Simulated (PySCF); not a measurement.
## Simulated absorption spectrum

CH3FO2Si.
SMILES: `O=CO[SiH2]F`

Level of theory: TDDFT CAM-B3LYP/def2-SVPD, vertical, gas phase, core orbitals frozen in the response in PySCF 2.14.0, density-fitted response routines. Isolated species at its PBE0-D3(BJ)/def2-SVP geometry (one conformer only). Torsions of this conformer, `[O:1]=[CH:2][O:3][SiH2:4][F:5]`: O1–C2–O3–Si4 1°, C2–O3–Si4–F5 179°.

Broadening: Gaussians 0.3 eV wide at half height, area fixed by f = 4.319×10⁻⁹ ∫ε dν̃. The width is an assumption, not a result. The curve ends short of the highest state used, and states not computed would add to its high-energy end.

(λ (nm), ε (L mol⁻¹ cm⁻¹)): (140.1, 11626), (142.2, 14198), (144.3, 11628), (146.4, 4685), (148.5, 1311), (150.7, 1555), (152.8, 2733), (154.9, 2386), (157.0, 1025), (159.2, 210), (161.3, 25), (163.4, 2), (165.5, 0), (167.7, 0), (169.8, 0), (171.9, 0), (174.0, 0), (176.1, 0), (178.3, 0), (180.4, 0), (182.5, 0), (184.6, 0), (186.8, 0), (188.9, 0), (191.0, 0), (193.1, 0), (195.3, 0), (197.4, 0), (199.5, 1), (201.6, 2), (203.7, 8), (205.9, 22), (208.0, 43), (210.1, 67), (212.2, 84), (214.4, 85), (216.5, 71), (218.6, 49), (220.7, 28), (222.9, 13), (225.0, 6), (227.1, 2), (229.2, 1), (231.3, 0)

Problem. Locate the maxima and give the states behind the curve.

Solution. 213 nm (5.81 eV), ε about 87, made up of S1 (100%); 153 nm (8.08 eV), ε about 2800, made up of S2 (100%); 143 nm (8.69 eV), ε about 14000, made up of S6 (73%) and S7 (15%) (ε in L mol⁻¹ cm⁻¹; maxima over ε = 5, shares over 10%). The states used: S1 5.81 eV (f 0.0010); S2 8.08 eV (f 0.031); S3 8.33 eV (f 0.0002); S4 8.54 eV (f 0.018); S5 8.63 eV (f 0.0038); S6 8.68 eV (f 0.117); S7 8.73 eV (f 0.025); S8 8.99 eV (f 0.117); S9 9.36 eV (f 0.021); S10 9.45 eV (f 0.051).

Problem. Does any computed singlet lie in the visible range?

Solution. No computed singlet lies in the visible range (380 to 750 nm); the lowest, at 213 nm, stands 2.55 eV above its violet end (3.26 eV).

Problem. Coming from long wavelengths, where does ε first pass 100 L mol⁻¹ cm⁻¹?

Solution. At about 160 nm (7.75 eV), 1.94 eV above S1.

Problem. On this curve, what absorbance would a 10⁻⁵ mol/L sample give at 222 nm over a 1 cm path?

Solution. 222 nm is 5.585 eV, where ε is about 19 L mol⁻¹ cm⁻¹, so A = ε c l ≈ 0.00019 (Beer–Lambert, with the gas-phase spectrum and the assumed width).

All these states lie below the vertical ionisation energy of 11.61 eV (ΔSCF).
